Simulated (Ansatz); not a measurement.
Reaction (cleavage of the Si–Si bond): `[F][GeH2][SiH2][SiH3]` + H₂Te → `[SiH3][TeH]` + `[F][GeH2][SiH3]`

Isolated molecules relaxed with PBE0-D4/def2-TZVP in Ansatz; ΔE leaves out vibrations. CBS: MP2 limit from def2 TZ/QZ plus the TZ coupled-cluster correction, frozen cores. Functionals use def2-TZVPP. B3LYP here is the variant with VWN-RPA as its local correlation; programs differ in this. Elements past krypton have def2 core potentials. For Ge, Te outer-core shells are correlated without core-valence functions, which leaves a few kJ/mol of doubt a bond. Scalar relativity is left out up to krypton. Each species was taken in one conformer, which may not be the lowest.

`[F][GeH2][SiH2][SiH3]`:

Cartesian coordinates in Å:
```
F -1.917 -1.614 -0.291
Ge -1.032 -0.700 -1.498
Si 0.962 0.028 -0.410
Si 0.420 0.746 1.748
H -0.839 -1.668 -2.678
H -1.972 0.452 -1.900
H 1.539 1.140 -1.217
H 1.939 -1.093 -0.378
H 1.614 1.335 2.411
H -0.645 1.779 1.666
H -0.069 -0.405 2.548
```

H₂Te:

```xyz
3

Te    0.235   -0.654   -0.349
H    -1.162    0.235   -0.358
H     0.926    0.418    0.707
```

`[SiH3][TeH]`:

Z-matrix (Å, degrees):
```
Si
Te 1 2.494
H 1 1.484 2 111.4
H 1 1.484 2 111.4 3 122.4
H 1 1.484 2 104.9 3 -118.8
H 2 1.658 1 91.7 3 -60.9
```

`[F][GeH2][SiH3]`:

Z-matrix (Å, degrees):
```
Ge
Si 1 2.384
F 1 1.751 2 106.5
H 1 1.539 2 114.3 3 -115.9
H 1 1.539 2 114.3 3 115.9
H 2 1.487 1 108.6 3 179.8
H 2 1.484 1 109.6 3 60.2
H 2 1.484 1 109.6 3 -60.7
```

CCSD(T)/CBS gives -50.8 kJ/mol.

**Question.** Another level gave -41.5 kJ/mol. Which?
A. MP2/def2-TZVPP
B. B2PLYP/def2-TZVPP
C. B3LYP-D4/def2-TZVPP
D. PBE/def2-TZVPP

**Answer.** D. PBE -41.5, B3LYP-D4 -45.8, MP2/def2-TZVPP -55.5, B2PLYP -50.8 kJ/mol.

Largest T1 diagnostic among the species: 0.013.

In def2-TZVPP, CCSD(T) changes the Hartree–Fock value by +13.9 kJ/mol (the triples alone add +1.1 kJ/mol) and MP2 by +3.3 kJ/mol. From PBE to PBE0 (25 % exact exchange), in def2-TZVPP and without D4, ΔE moves by −3.7 kJ/mol.
